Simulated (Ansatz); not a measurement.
Relaxation of C$_{2}$H$_{6}$BO (10 atoms, charge 1, multiplicity 1), to a largest force component of 0.02 eV/Å in at most 50 steps.

The calculation used UKS PBE0-D4/def2-SVP in Ansatz.

```xyz
10
Properties=species:S:1:pos:R:3
C -1.120 1.659 0.361
O -0.188 0.882 0.200
B 0.773 0.035 0.026
C 0.470 -1.473 -0.325
H -1.530 2.221 -0.481
H -1.555 1.810 1.351
H 1.876 0.418 0.127
H -0.588 -1.717 -0.323
H 0.985 -2.131 0.373
H 0.878 -1.705 -1.308
```

Question: Where does it end, and by what steps?

Answer: The run converged. Limits of this set-up: the dipole of an ion depends on the origin. After 8 steps the energy has fallen by 0.296 eV; B3 moved furthest, 0.09 Å.

| step | energy less start (eV) | largest force component (eV/Å) | accepted |
| --- | --- | --- | --- |
| 0 | 0.0000 | 3.970 | yes |
| 1 | -0.2008 | 2.048 | yes |
| 2 | 0.3180 | 3.902 | no |
| 3 | -0.2164 | 1.617 | yes |
| 4 | -0.1547 | 1.690 | no |
| 5 | -0.2901 | 0.427 | yes |
| 6 | -0.2956 | 0.079 | yes |
| 7 | -0.2957 | 0.071 | yes |
| 8 | -0.2962 | 0.019 | yes |

```xyz
10
Properties=species:S:1:pos:R:3
C -1.141 1.697 0.378
O -0.245 0.882 0.199
B 0.802 -0.042 -0.004
C 0.464 -1.500 -0.333
H -1.533 2.264 -0.484
H -1.536 1.848 1.396
H 1.871 0.491 0.116
H -0.602 -1.755 -0.369
H 0.980 -2.144 0.402
H 0.939 -1.743 -1.301
```

Run time: 27 s on 2 threads of Arm Neoverse V1, with other jobs on the host, peak memory 0.2 GiB.
